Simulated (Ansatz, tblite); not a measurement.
Cost and result up the ladder for [V(H2S)Cl5]2- (VH₂SCl₅²⁻) (9 atoms). Total charge -2; triplet. Geometry: PBE-D4/def2-SVPD.

Cartesian coordinates in Å:
```
V 0.166 -0.720 -0.294
S -1.164 1.693 0.103
H -1.187 1.331 1.424
H 0.241 1.856 0.160
Cl 1.575 -2.562 -0.548
Cl 0.192 0.111 -2.517
Cl -0.037 -0.774 2.121
Cl -1.878 -1.889 -0.584
Cl 2.092 0.955 0.134
```

Ansatz on 4 threads of Intel Xeon Platinum 8375C on a shared host; xTB runs through tblite on one thread. Times are rough, summed over both states, and most runs start from the orbitals of an earlier one. No level here is sound enough to serve as a yardstick. The other state is a doublet, and no other spin of it was run.

The xTB rows come from tblite. A multiply charged anion in the gas phase is held together partly by the finite basis.

Raw xTB energies of ions are shifted by several eV, and xTB has no spin-polarisation term.

```tsv
level	functions	wall time
GFN1-xTB	67	0.05 s
GFN2-xTB	65	0.05 s
PBE-D4/def2-TZVPD	342	68 s
r2SCAN-D4/def2-TZVPD (with forces)	342	3.1 min
```

**Question.** Estimate what each level gives for the vertical IE (eV).

**Answer.** 
```csv
level,vertical IE (eV),remarks
GFN1-xTB,5.41,–
GFN2-xTB,4.58,–
PBE-D4/def2-TZVPD,-0.37,HOMO above zero (-2 triplet)
r2SCAN-D4/def2-TZVPD (with forces),0.10,HOMO above zero (-2 triplet)
```
